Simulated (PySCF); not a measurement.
Ge(H)(OH)2(OMe) (CH6GeO3), SMILES C[O][GeH]([OH])[OH].

Geometry: B3LYP-D3(BJ)/def2-SVP. This is a generated structure with no PubChem entry under its InChIKey; it may be hypothetical. The values are those of a single conformer.

Level of theory: B3LYP-D3(BJ)/def2-SVP run with PySCF.

Frequencies are harmonic and unscaled.

Computed normal modes with their intensities:
| mode | ν (cm⁻¹) | IR (km/mol) | Raman (Å⁴/amu) | depolarisation | moving atoms (share of kinetic energy) |
|---|---|---|---|---|---|
| 1 | 42 | 6.2 | 0.8 | 0.75 | O 44 %, H 27 %, C 24 % |
| 2 | 103 | 1.1 | 0.1 | 0.74 | H 93 % |
| 3 | 140 | 3.7 | 1.1 | 0.63 | O 45 %, C 24 %, H 22 %, Ge 10 % |
| 4 | 163 | 51.6 | 1.5 | 0.75 | O 50 %, H 43 % |
| 5 | 224 | 61.2 | 1.8 | 0.75 | H 94 % |
| 6 | 273 | 54.6 | 1.6 | 0.63 | O 63 %, Ge 27 %, H 10 % |
| 7 | 276 | 40.1 | 1.6 | 0.53 | O 44 %, H 33 %, C 19 % |
| 8 | 317 | 83.8 | 1.3 | 0.60 | O 44 %, H 41 %, Ge 10 % |
| 9 | 630 | 59.1 | 10.2 | 0.12 | O 61 %, Ge 18 %, C 12 %, H 9 % |
| 10 | 701 | 69.4 | 12.0 | 0.52 | H 78 %, O 16 % |
| 11 | 716 | 51.9 | 9.6 | 0.25 | O 72 %, H 16 %, Ge 12 % |
| 12 | 732 | 127.9 | 2.5 | 0.67 | O 52 %, H 27 %, Ge 22 % |
| 13 | 753 | 19.4 | 9.8 | 0.72 | H 69 %, O 27 % |
| 14 | 906 | 172.6 | 5.1 | 0.74 | H 90 %, O 9 % |
| 15 | 912 | 131.3 | 3.5 | 0.73 | H 88 %, O 8 % |
| 16 | 1121 | 191.5 | 2.3 | 0.75 | O 51 %, C 41 %, H 8 % |
| 17 | 1173 | 1.0 | 2.9 | 0.75 | H 77 %, C 19 % |
| 18 | 1197 | 15.4 | 1.8 | 0.42 | H 70 %, C 20 %, O 10 % |
| 19 | 1469 | 5.1 | 12.0 | 0.72 | H 92 % |
| 20 | 1472 | 3.7 | 17.6 | 0.72 | H 94 % |
| 21 | 1481 | 13.6 | 15.5 | 0.74 | H 94 % |
| 22 | 2192 | 93.1 | 139.3 | 0.19 | H 99 % |
| 23 | 2979 | 73.3 | 133.1 | 0.02 | H 97 % |
| 24 | 3047 | 46.2 | 68.2 | 0.70 | H 90 %, C 10 % |
| 25 | 3096 | 31.9 | 119.2 | 0.56 | H 91 %, C 9 % |
| 26 | 3825 | 77.8 | 74.1 | 0.27 | H 94 % |
| 27 | 3834 | 74.0 | 95.3 | 0.24 | H 94 % |
